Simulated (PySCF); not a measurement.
PySCF job for Sn(Cl)2(Me)(OMe) (C₂H₆Cl₂OSn), SMILES C[O][Sn]([CH3])([Cl])[Cl], PBE-D3(BJ)/def2-SVP. Coordinates come from a PBE-D3(BJ)/def2-SVP optimisation. The def2 effective core potentials stand for the cores of Sn; spin–orbit coupling is left out. One conformer was computed; it need not be the lowest.

```python
import numpy as np
from pyscf import gto, scf, dft, df
from pyscf.hessian import thermo

mol = gto.M(
    atom='''
    C     2.75048178   -0.22358295    0.00000010
    O     1.60729086   -1.06516102    0.00000006
    Sn   -0.21625152   -0.25282354   -0.00000001
    C    -1.68259860   -1.81826554   -0.00000006
    Cl   -0.35211741    1.16597031   -1.89601757
    Cl   -0.35211755    1.16597029    1.89601756
    H     2.80245247    0.42921581    0.90199605
    H     2.80245254    0.42921581   -0.90199585
    H     3.64911015   -0.87667679    0.00000013
    H    -2.30054827   -1.71650127   -0.91025588
    H    -1.13397413   -2.77818642   -0.00000005
    H    -2.30054833   -1.71650128    0.91025570
    ''',
    basis='def2-SVP',
    ecp={'Sn': 'def2-svp'},
    charge=0,
    spin=0,
    max_memory=1600,
    verbose=3,
)
mf = dft.RKS(mol, xc='pbe').density_fit(auxbasis='def2-universal-jkfit')
mf.disp = 'd3bj'
mf.grids.level = 3
mf.conv_tol = 1e-11
mf.max_cycle = 100
mf.kernel()

# [left out here: the lines that compute and print the analytic Hessian (its translational invariance restored by hand, since the grid's response is missing), thermochemistry and intensities]
```

It prints:

```
converged SCF energy = -1288.8706035891

WARN: DFTD3 does not support analytical Hessian, using finite difference


WARN: Mole.unit (angstrom) is changed to Bohr

Mode                                 0                   1                   2
Irrep
Freq [cm^-1]                       44.7306             58.5939             85.7461
Reduced mass [au]                   3.4010              1.0459              4.0725
Force const [Dyne/A]                0.0040              0.0021              0.0176
Char temp [K]                      64.3574             84.3036            123.3696
Normal mode                   x     y     z       x     y     z       x     y     z
       0   C                 0.00 -0.00 -0.18    0.00 -0.00  0.02   -0.05  0.15 -0.00
       1   O                -0.00 -0.00  0.01   -0.00 -0.00 -0.00    0.02  0.04  0.00
       2  Sn                -0.00  0.00  0.02   -0.00  0.00 -0.00   -0.01 -0.01  0.00
       3   C                 0.00 -0.00 -0.00    0.00 -0.00 -0.00   -0.10  0.07 -0.00
       4  Cl                 0.06 -0.00  0.01   -0.02  0.01  0.00    0.05 -0.04 -0.02
       5  Cl                -0.06  0.00  0.01    0.02 -0.01  0.00    0.05 -0.04  0.02
       6   H                 0.13  0.03 -0.21   -0.02  0.00  0.03   -0.11  0.15  0.00
       7   H                -0.13 -0.03 -0.21    0.02 -0.00  0.03   -0.11  0.15 -0.00
       8   H                -0.00 -0.00 -0.30   -0.00 -0.00  0.05    0.00  0.22  0.00
       9   H                 0.07 -0.05 -0.06    0.36 -0.33 -0.28   -0.09  0.12 -0.00
      10   H                 0.00 -0.00  0.10    0.00 -0.00  0.56   -0.17  0.03  0.00
      11   H                -0.07  0.05 -0.06   -0.36  0.33 -0.28   -0.09  0.12  0.00
Mode                                 3                   4                   5
Irrep
Freq [cm^-1]                      106.3268            108.8687            116.9693
Reduced mass [au]                  12.7282              3.3682              5.7869
Force const [Dyne/A]                0.0848              0.0235              0.0466
Char temp [K]                     152.9806            156.6378            168.2928
Normal mode                   x     y     z       x     y     z       x     y     z
       0   C                 0.05 -0.05 -0.00    0.00 -0.00 -0.03   -0.03 -0.00 -0.00
       1   O                 0.01  0.01  0.00    0.00 -0.00  0.05   -0.04  0.01  0.00
       2  Sn                 0.02  0.03  0.00    0.00 -0.00  0.02   -0.04  0.03  0.00
       3   C                -0.02  0.07 -0.00   -0.00  0.00 -0.20    0.10 -0.10 -0.00
       4  Cl                -0.04 -0.06 -0.07   -0.04 -0.03  0.00    0.05 -0.02 -0.04
       5  Cl                -0.04 -0.06  0.07    0.04  0.03  0.00    0.05 -0.02  0.04
       6   H                 0.08 -0.05  0.00    0.00  0.07 -0.08   -0.03 -0.00 -0.00
       7   H                 0.08 -0.05 -0.00   -0.00 -0.07 -0.08   -0.03 -0.00  0.00
       8   H                 0.01 -0.09  0.00    0.00  0.00  0.03   -0.04 -0.01  0.00
       9   H                -0.01  0.09 -0.00    0.09  0.11 -0.25    0.09 -0.18 -0.00
      10   H                -0.05  0.05 -0.00   -0.00 -0.00 -0.25    0.23 -0.03 -0.00
      11   H                -0.01  0.09  0.00   -0.09 -0.11 -0.25    0.09 -0.18  0.00
Mode                                 6                   7                   8
Irrep
Freq [cm^-1]                      125.5544            180.6330            256.8883
Reduced mass [au]                   1.1793              4.2036              4.3423
Force const [Dyne/A]                0.0110              0.0808              0.1688
Char temp [K]                     180.6449            259.8907            369.6051
Normal mode                   x     y     z       x     y     z       x     y     z
       0   C                -0.00 -0.00  0.03    0.00 -0.00 -0.01   -0.16  0.03  0.00
       1   O                -0.00  0.00 -0.07    0.00 -0.00  0.20   -0.04 -0.14 -0.00
       2  Sn                -0.00  0.00  0.01    0.00 -0.00 -0.02    0.03  0.01 -0.00
       3   C                 0.00 -0.00 -0.03   -0.00  0.00  0.02    0.04  0.01 -0.00
       4  Cl                 0.00 -0.02 -0.00   -0.03  0.02 -0.01   -0.02 -0.00 -0.01
       5  Cl                -0.00  0.02 -0.00    0.03 -0.02 -0.01   -0.02 -0.00  0.01
       6   H                 0.20 -0.41  0.31    0.21 -0.08  0.04   -0.26  0.04 -0.00
       7   H                -0.20  0.41  0.31   -0.21  0.08  0.04   -0.26  0.04  0.00
       8   H                -0.00 -0.00 -0.47    0.00 -0.00 -0.29   -0.06  0.17 -0.00
       9   H                 0.03  0.01 -0.05   -0.03 -0.02  0.04    0.04 -0.01  0.00
      10   H                 0.00 -0.00 -0.03   -0.00  0.00  0.02    0.07  0.03 -0.00
      11   H                -0.03 -0.01 -0.05    0.03  0.02  0.04    0.04 -0.01 -0.00
Mode                                 9                  10                  11
Irrep
Freq [cm^-1]                      346.1740            364.2271            511.6464
[...]
Reduced mass [au]                   1.2214              1.0556              1.0551
Force const [Dyne/A]                0.9496              1.1757              1.1784
Char temp [K]                    1652.7838           1978.1703           1980.9605
Normal mode                   x     y     z       x     y     z       x     y     z
       0   C                -0.03  0.05 -0.00    0.00  0.00 -0.00   -0.00 -0.00 -0.00
       1   O                 0.01 -0.03  0.00    0.00  0.00 -0.00   -0.00 -0.00 -0.00
       2  Sn                 0.00  0.00 -0.00    0.00 -0.00  0.00   -0.00  0.00  0.00
       3   C                -0.07 -0.08 -0.00    0.00 -0.00  0.06   -0.05  0.04  0.00
       4  Cl                -0.00 -0.00  0.00   -0.00 -0.00  0.00    0.00  0.00 -0.00
       5  Cl                -0.00 -0.00 -0.00    0.00  0.00  0.00    0.00  0.00  0.00
       6   H                 0.19 -0.02  0.04    0.01 -0.00 -0.00    0.02  0.00 -0.00
       7   H                 0.19 -0.02 -0.04   -0.01  0.00 -0.00    0.02  0.00  0.00
       8   H                -0.23 -0.22  0.00   -0.00 -0.00  0.01    0.01  0.02  0.00
       9   H                 0.23  0.37 -0.14    0.11 -0.44 -0.07    0.47 -0.23 -0.37
      10   H                 0.41  0.21  0.00    0.00  0.00 -0.72   -0.31 -0.12 -0.00
      11   H                 0.23  0.37  0.14   -0.11  0.44 -0.07    0.47 -0.23  0.37
Mode                                21                  22                  23
Irrep
Freq [cm^-1]                     1409.4028           1410.4839           1428.7914
Reduced mass [au]                   1.1179              1.0398              1.0526
Force const [Dyne/A]                1.3084              1.2189              1.2660
Char temp [K]                    2027.8168           2029.3723           2055.7127
Normal mode                   x     y     z       x     y     z       x     y     z
       0   C                 0.08  0.03  0.00    0.00  0.00 -0.05   -0.00 -0.06  0.00
       1   O                 0.03  0.01  0.00    0.00  0.00 -0.01   -0.00 -0.01 -0.00
       2  Sn                -0.00  0.00  0.00   -0.00  0.00 -0.00    0.00 -0.00 -0.00
       3   C                -0.00  0.00  0.00   -0.00  0.00  0.00    0.00 -0.00 -0.00
       4  Cl                -0.00 -0.00  0.00   -0.00 -0.00  0.00   -0.00  0.00 -0.00
       5  Cl                -0.00 -0.00 -0.00    0.00  0.00  0.00   -0.00  0.00  0.00
       6   H                -0.49 -0.00  0.04    0.47 -0.14  0.05    0.06  0.53 -0.41
       7   H                -0.49 -0.00 -0.04   -0.47  0.14  0.05    0.06  0.53  0.41
       8   H                -0.34 -0.52 -0.00   -0.00 -0.00  0.69   -0.10 -0.16 -0.00
       9   H                 0.02 -0.01 -0.02    0.00  0.01  0.00   -0.00  0.00  0.00
      10   H                -0.02 -0.01 -0.00   -0.00 -0.00  0.01    0.00  0.00  0.00
      11   H                 0.02 -0.01  0.02   -0.00 -0.01  0.00   -0.00  0.00 -0.00
Mode                                24                  25                  26
Irrep
Freq [cm^-1]                     2913.0261           2986.9059           3003.8704
Reduced mass [au]                   1.0327              1.1065              1.0281
Force const [Dyne/A]                5.1632              5.8163              5.4655
Char temp [K]                    4191.1960           4297.4926           4321.9007
Normal mode                   x     y     z       x     y     z       x     y     z
       0   C                 0.03  0.04  0.00    0.00 -0.00 -0.09    0.00 -0.00  0.00
       1   O                 0.00  0.00 -0.00    0.00  0.00  0.00    0.00 -0.00 -0.00
       2  Sn                -0.00  0.00  0.00   -0.00  0.00 -0.00    0.00  0.00  0.00
       3   C                 0.00 -0.00 -0.00   -0.00 -0.00  0.00   -0.03 -0.03 -0.00
       4  Cl                 0.00 -0.00  0.00   -0.00 -0.00  0.00    0.00  0.00 -0.00
       5  Cl                 0.00 -0.00 -0.00    0.00  0.00  0.00    0.00  0.00  0.00
       6   H                -0.02 -0.36 -0.52    0.01  0.39  0.54    0.00  0.00  0.00
       7   H                -0.02 -0.36  0.52   -0.01 -0.39  0.54    0.00  0.00 -0.00
       8   H                -0.31  0.24  0.00   -0.00  0.00 -0.02   -0.00  0.00  0.00
       9   H                 0.00  0.00  0.00   -0.00  0.00 -0.00    0.31 -0.06  0.46
      10   H                -0.00 -0.00  0.00   -0.00  0.00 -0.00   -0.30  0.51  0.00
      11   H                 0.00  0.00 -0.00    0.00 -0.00 -0.00    0.31 -0.06 -0.46
Mode                                27                  28                  29
Irrep
Freq [cm^-1]                     3025.0397           3133.6266           3137.8229
Reduced mass [au]                   1.1031              1.1073              1.1075
Force const [Dyne/A]                5.9473              6.4062              6.4249
Char temp [K]                    4352.3587           4508.5910           4514.6285
Normal mode                   x     y     z       x     y     z       x     y     z
       0   C                 0.06 -0.07  0.00   -0.00  0.00 -0.00    0.00 -0.00 -0.00
       1   O                 0.00  0.00 -0.00   -0.00 -0.00 -0.00    0.00  0.00 -0.00
       2  Sn                -0.00 -0.00  0.00    0.00 -0.00 -0.00   -0.00  0.00 -0.00
       3   C                 0.00  0.00 -0.00    0.07 -0.06 -0.00   -0.00  0.00 -0.09
       4  Cl                 0.00  0.00 -0.00    0.00  0.00 -0.00    0.00 -0.00  0.00
       5  Cl                 0.00  0.00  0.00    0.00  0.00  0.00   -0.00  0.00  0.00
       6   H                 0.01  0.14  0.22    0.00 -0.00 -0.00   -0.00  0.00  0.00
       7   H                 0.01  0.14 -0.22    0.00 -0.00  0.00    0.00 -0.00  0.00
       8   H                -0.70  0.53  0.00   -0.00 -0.00 -0.00    0.00 -0.00 -0.00
       9   H                -0.00  0.00 -0.00   -0.22  0.03 -0.34    0.38 -0.07  0.55
      10   H                 0.00 -0.00  0.00   -0.37  0.66 -0.00    0.00 -0.00 -0.01
      11   H                -0.00  0.00  0.00   -0.22  0.03  0.34   -0.38  0.07  0.55
temperature 298.1500 [K]
pressure 101325.00 [Pa]
Rotational constants [GHz] 1.26769 1.16667 1.04882
Symmetry number 1
Zero-point energy (ZPE) 0.07756 [Eh]   203627.498 [J/mol]
                           tot       elec      trans        rot        vib
Entropy [J/mol/K]       445.046      0.000    176.872    124.337    143.836
Cv [J/mol/K]            133.010      0.000     12.472     12.472    108.067
Cp [J/mol/K]            141.325      0.000     20.786     12.472    108.067
Internal energy [J/mol]                      3718.434   3718.434 223999.081
Internal energy [Eh]   -1288.78245  -1288.87060
Enthalpy [J/mol]                             6197.391   3718.434 223999.081
Enthalpy [Eh]          -1288.78151
Gibbs free energy [J/mol]                  -46537.015 -33352.667 181114.229
Gibbs free energy [Eh] -1288.83205
mode   freq/cm-1   IR/(km/mol)
   1       44.73         1.023
   2       58.59         0.004
   3       85.75         3.796
   4      106.33         6.275
   5      108.87         0.057
   6      116.97         4.541
   7      125.55         1.928
   8      180.63        17.569
   9      256.89        13.461
  10      346.17        23.818
  11      364.23        57.964
  12      511.65        20.245
  13      545.24        37.832
  14      752.22        36.220
  15      754.73        32.287
  16     1064.47       176.542
  17     1130.33         0.072
  18     1141.06         0.857
  19     1148.74         1.363
  20     1374.90         4.100
  21     1376.84         3.827
  22     1409.40        14.553
  23     1410.48         3.957
  24     1428.79        15.833
  25     2913.03        81.535
  26     2986.91        30.082
  27     3003.87         0.034
  28     3025.04        20.942
  29     3133.63         0.853
  30     3137.82         0.791
max |gradient| / (hartree/bohr): 0.00013958274765173373
APT charges: [ 0.4722 -0.8456  1.783  -0.2845 -0.5486 -0.5486 -0.0379 -0.0379 -0.046
  0.0323  0.0294  0.0323]
```

The calculation finished and met its thresholds.

Cost: about 5 core-minutes (a rough figure).
